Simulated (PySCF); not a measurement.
C₆H₁₅O₃Sb. Atoms are numbered in the order given.

```xyz
25

Sb    -0.3230     0.4431     0.9793
O     -1.4975     0.7553    -0.5767
C     -1.6116    -0.0905    -1.7026
C     -2.6455    -1.1748    -1.4872
H     -1.9014     0.5552    -2.5505
H     -0.6434    -0.5546    -1.9605
H     -3.6121    -0.7350    -1.1981
H     -2.7929    -1.7630    -2.4068
H     -2.3128    -1.8596    -0.6927
O      1.3901     1.2113     0.3447
C      1.8446     1.1130    -0.9866
C      1.3684     2.2789    -1.8287
H      2.9488     1.0944    -0.9513
H      1.5323     0.1562    -1.4480
H      1.6980     3.2297    -1.3836
H      1.7702     2.2165    -2.8522
H      0.2695     2.2887    -1.8823
O      0.0768    -1.4168     0.3853
C      1.2887    -2.0618     0.6990
C      1.6363    -3.0368    -0.4040
H      2.1117    -1.3310     0.8220
H      1.1954    -2.6046     1.6604
H      1.7812    -2.5075    -1.3582
H      2.5616    -3.5842    -0.1665
H      0.8245    -3.7669    -0.5403
```
Charge 0, spin multiplicity 1.

Coordinates come from a PBE0-D3(BJ)/def2-SVP optimisation. The isomer is the one that the SMILES or the coordinates give; other isomers of the formula were not compared. The def2 effective core potentials stand for the cores of Sb; spin–orbit coupling is left out. One conformer was computed; it need not be the lowest.

Computed with PySCF with B3LYP/def2-SVP.

ESP charges are fitted to the potential on shells at 1.4 to 2.0 van der Waals radii. Atomic charges (e):

```
atom  Mulliken  ESP fit  Löwdin
----  --------  -------  ------
Sb1       1.08     0.54    0.87
O2       -0.57    -0.34   -0.36
C3        0.21     0.15    0.07
C4       -0.02    -0.29   -0.07
H5        0.00     0.03    0.01
H6        0.00     0.04    0.00
H7        0.01     0.09    0.02
H8        0.00     0.07    0.02
H9        0.02     0.08    0.02
O10      -0.56    -0.42   -0.36
C11       0.19     0.28    0.06
C12      -0.01    -0.33   -0.07
H13       0.00     0.01    0.01
H14       0.00     0.01    0.00
H15       0.01     0.10    0.02
H16       0.00     0.07    0.02
H17       0.02     0.09    0.02
O18      -0.57    -0.33   -0.36
C19       0.19     0.22    0.06
C20      -0.01    -0.35   -0.07
H21       0.00     0.01    0.00
H22      -0.01     0.01    0.00
H23       0.01     0.09    0.02
H24       0.01     0.09    0.03
H25       0.02     0.09    0.03
```
